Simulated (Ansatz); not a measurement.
Reaction (cleavage of the B–Ga bond): `[BH2][GaH][F]` + `BN` → `BNB` + `[F][GaH2]`

Isolated molecules relaxed with PBE0-D4/def2-TZVP in Ansatz; ΔE leaves out vibrations. CCSD(T)/CBS adds triple-zeta CCSD(T) − MP2 to the extrapolated MP2 energy (def2 sets, frozen cores). This one scheme is used for every species. Functionals use def2-TZVPP. HSE06 is defined as in plane-wave codes. For Ga outer-core shells are correlated without core-valence functions, which leaves a few kJ/mol of doubt a bond. Scalar relativity is left out up to krypton.

```tsv
level	ΔE (kJ/mol)	difference from CCSD(T)/CBS
LDA (SPW92)	-117.9	-4.5
revPBE-D4	-109.0	4.4
r2SCAN-D4	-115.1	-1.7
B97M-V	-119.8	-6.4
PBE0-D4	-112.6	0.8
ωB97M-V	-118.8	-5.4
PBE-QIDH	-118.5	-5.1
PBE	-107.9	5.5
r2SCAN	-114.9	-1.5
PBE0	-112.1	1.3
r2SCANh	-116.2	-2.8
HSE06	-112.4	1.0
CCSD/def2-SVP	-127.8	-14.4
CCSD(T)/def2-SVP	-128.8	-15.4
CCSD/def2-TZVPP	-115.9	-2.5
HF/CBS(def2)	-128.1	-14.7
CCSD(T)/CBS	-113.4	0
```

(1) What do rigid-rotor, harmonic-oscillator terms from PBE0-D4/def2-TZVP frequencies (298.15 K, 1 bar) make of the CCSD(T)/CBS value? (An estimate is asked.)

Largest T1 diagnostic among the species: 0.014.

## Answers

(1) Computed: ΔZPE = -2.9 kJ/mol, ΔH = -118.3 kJ/mol, ΔS = -19 J/(mol·K), ΔG = -112.7 kJ/mol.

Leaving LDA and LC-ωPBE aside and taking each functional with its dispersion term where it has one, the values, not all of them listed here, spread over 12.6 kJ/mol, from BHLYP-D4 to PBE-D4. LDA lies −10.0 kJ/mol from PBE without D4. From PBE to PBE0 (25 % exact exchange), in def2-TZVPP and without D4, ΔE moves by −4.3 kJ/mol.
